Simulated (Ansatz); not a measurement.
Gas-phase electronic energies from Ansatz, PBE0-D4/def2-TZVP geometries. CCSD(T)/CBS adds triple-zeta CCSD(T) − MP2 to the extrapolated MP2 energy (def2 sets, frozen cores). This one scheme is used for every species. DFT in def2-TZVPP. B3LYP here is the variant with VWN-RPA as its local correlation; programs differ in this. Each species was taken in one conformer, which may not be the lowest.

Consider the hydrogenolysis of a C–S bond: `N=C([SiH3])S[SiH3]` + H₂ → `N=C[SiH3]` + `[SiH3]S`.

`N=C([SiH3])S[SiH3]`:

Cartesian coordinates in Å:
```
N 1.478 -0.201 -2.065
C 0.702 -0.024 -1.082
Si -0.420 -1.470 -0.596
S 0.604 1.570 -0.265
Si -0.402 1.262 1.604
H 2.040 0.624 -2.292
H -1.826 -1.115 -0.914
H -0.312 -1.696 0.870
H 0.014 -2.671 -1.342
H -0.522 2.638 2.141
H 0.390 0.416 2.530
H -1.747 0.666 1.409
```

H₂:

Cartesian coordinates in Å:
```
H 0.329 -0.106 0.142
H -0.329 0.106 -0.142
```

`N=C[SiH3]`:

Z-matrix (Å, degrees):
```
Si
C 1 1.889
H 1 1.488 2 108.9
H 1 1.481 2 109.8 3 -121.3
H 1 1.488 2 108.9 3 117.3
N 2 1.269 1 119.7 3 121.5
H 2 1.102 1 118.3 3 -58.6
H 6 1.023 2 111.5 1 180.0
```

`[SiH3]S`:

Cartesian coordinates in Å:
```
Si 0.135 0.120 -0.496
S -0.632 -1.083 1.095
H -0.648 1.370 -0.663
H 0.005 -0.724 -1.707
H 1.560 0.474 -0.276
H -0.420 -0.158 2.046
```

CCSD(T)/CBS gives -8.8 kcal/mol.

Q: Another level gave -10.4 kcal/mol. Which?
A. B2PLYP/def2-TZVPP
B. B3LYP-D4/def2-TZVPP
C. B3LYP/def2-TZVPP
D. HF/def2-TZVPP

A: A. B2PLYP -10.4, B3LYP-D4 -7.3, HF/def2-TZVPP -19.8, B3LYP -12.3 kcal/mol.

Largest T1 diagnostic among the species: 0.014.

The D4 term adds +5.0 kcal/mol with B3LYP and +2.7 kcal/mol with PBE0; it sums over pairs of atoms, weighted by their polarisabilities, and B3LYP, whose exchange is more repulsive, gets the larger term. From PBE to PBE0 (25 % exact exchange), in def2-TZVPP and without D4, ΔE moves by −2.7 kcal/mol. In def2-TZVPP, CCSD(T) changes the Hartree–Fock value by +10.1 kcal/mol (the triples alone add +2.7 kcal/mol) and MP2 by +12.9 kcal/mol.
